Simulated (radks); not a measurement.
Problem. The mean radii <r> (bohr) of the occupied orbitals of an atom or ion are listed with their occupations. Method: scalar-relativistic Kohn-Sham, PBE, spin-polarised, spherical densities, finite nucleus; Fermi nuclear charge, rms radius of each element as measured or else 0.836 A^(1/3) + 0.57 fm; computed with a radial shooting solver on a logarithmic mesh with Libxc functionals.

orbital  occ.      <r>
1s down     1  0.02410
1s up       1  0.02410
2s up       1   0.1031
2s down     1   0.1031
2p up       3  0.09055
2p down     3  0.09055
3s up       1   0.2724
3s down     1   0.2723
3p up       3   0.2705
3p down     3   0.2704
3d up       5   0.2475
3d down     5   0.2474
4s up       1   0.6227
4s down     1   0.6225
4p up       3   0.6597
4p down     3   0.6594
4d up       5   0.7277
4d down     5   0.7276
5s up       1    1.501
5s down     1    1.513
5p up       3    1.744
5p down     3    1.763
4f up       3    1.130

Name the element and its charge. Open shells, if any, are filled with parallel spins first.

Solution. Z = 59, praseodymium, charge +2: Pr2+ in [Xe] 4f3. The 1s radius gives Z: for a bare nucleus <r> = (2 gamma + 1)/(2Z) with gamma = sqrt(1 - (Z/c)^2), 0.02377 bohr for Z = 59, and screening makes it slightly larger (0.02410 here). The occupations add up to 57, and the charge is Z minus that.
